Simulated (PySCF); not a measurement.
Cl₂HSi, SMILES Cl[SiH]Cl (connectivity only; charge and spin as stated), charge +1, multiplicity 1.

Coordinates come from a PBE0-D3(BJ)/def2-TZVP optimisation. The spin state was assumed, not searched. The isomer is the one that the SMILES or the coordinates give; other isomers of the formula were not compared.

The numbers are results of PBE0/def2-TZVPD in PySCF, not measurements.

Symmetry labels are those of the subgroup C2v that the program uses (full group C2v).

### Question
List the valence orbital energies around the gap with their symmetry. (The exact figures need the calculation; the answer reports its results.)

### Answer

| orbital | symmetry | energy (eV) |
|---|---|---|
| HOMO−7 | B2 | -30.05 |
| HOMO−6 | A1 | -21.62 |
| HOMO−5 | B2 | -18.54 |
| HOMO−4 | A1 | -18.37 |
| HOMO−3 | B1 | -17.09 |
| HOMO−2 | A2 | -16.23 |
| HOMO−1 | A1 | -16.21 |
| HOMO | B2 | -15.96 |
| LUMO | B1 | -8.89 |
| LUMO+1 | A1 | -7.21 |
| LUMO+2 | B2 | -5.16 |
| LUMO+3 | A1 | -4.25 |
